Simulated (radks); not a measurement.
Q: All-electron atom: the bromine ion Br27+ in [He] 2s2 2p4. All-electron calculation, scalar-relativistic Kohn-Sham, LDA (Slater exchange, VWN5 correlation), spin-polarised, spherical densities, finite nucleus; open shells are filled with parallel spins first; Fermi nuclear charge, rms radius 4.1629 fm. Program: a radial shooting solver on a logarithmic mesh with Libxc functionals. Some entries of the table are withheld. Estimate them.

orbital  occ.  eigenvalue (eV)  <r> (bohr)  <r^2> (bohr^2)
1s up       1        -14894.94         (1)        0.002457
1s down     1        -14879.72         (2)        0.002452
2s up       1        -3140.296      0.1821         0.03888
2s down     1        -3118.565      0.1826         0.03910
2p up       3        -2975.045      0.1572         0.02993
2p down     1        -2948.839      0.1578         0.03018

A: 
(1) 1s up <r> (bohr): 0.04273
(2) 1s down <r> (bohr): 0.04269
